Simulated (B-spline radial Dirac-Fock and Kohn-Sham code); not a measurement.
## Elastic and transport cross sections of zinc for electrons

Model: relativistic (Dirac) partial waves in the static field of the Dirac-Fock atom with Furness-McCarthy exchange, without polarisation or absorption potentials. Program: a B-spline atomic structure program. σ_tr1 and σ_tr2 weight the cross section with 1 − P₁ and 1 − P₂ of cos θ; "backward" is the share scattered beyond 90°.

```tsv
energy (eV)	σ (a₀²)	σ_tr1 (a₀²)	σ_tr2 (a₀²)	σ/σ_tr1	backward (%)
10000	1.29	0.0401	0.0856	32.1	0.53
11800	1.15	0.0306	0.0668	37.4	0.42
13200	1.06	0.0255	0.0563	41.4	0.36
17500	0.856	0.0160	0.0363	53.6	0.25
19900	0.776	0.0129	0.0297	60.3	0.21
20000	0.773	0.0128	0.0294	60.6	0.21
20200	0.767	0.0125	0.0290	61.2	0.21
22300	0.711	0.0106	0.0247	67.0	0.18
26800	0.617	0.00778	0.0184	79.3	0.14
30000	0.565	0.00643	0.0153	88.0	0.12
32300	0.534	0.00567	0.0136	94.2	0.11
36000	0.490	0.00471	0.0114	104	0.098
44300	0.417	0.00330	0.00807	126	0.076
47600	?	?	?	?	?
50000	0.379	0.00268	0.00661	141	0.065
59700	0.331	0.00198	0.00493	167	0.052
60300	0.328	0.00195	0.00485	168	0.051
63300	0.316	0.00179	0.00447	176	0.048
90300	0.243	0.000980	0.00249	248	0.030
93700	0.236	0.000920	0.00234	257	0.029
100000	0.226	0.000825	0.00211	273	0.026
112000	0.208	0.000681	0.00175	306	0.023
138000	0.181	0.000481	0.00125	376	0.017
140000	0.179	0.000470	0.00122	381	0.017
200000	0.144	0.000262	0.000689	549	0.010
300000	0.116	0.000137	0.000366	848	0.0055
```

Question: Fill in the row for 47.6 keV.

Answer: σ = 0.394 a₀², σ_tr1 = 0.00292 a₀², σ_tr2 = 0.00717 a₀², σ/σ_tr1 = 135, backward 0.069 %. The ratio σ/σ_tr1 is roughly the number of elastic collisions that randomise the direction.

Values without a named source are computed, but for edge energies of neutral atoms, which are taken from tables.
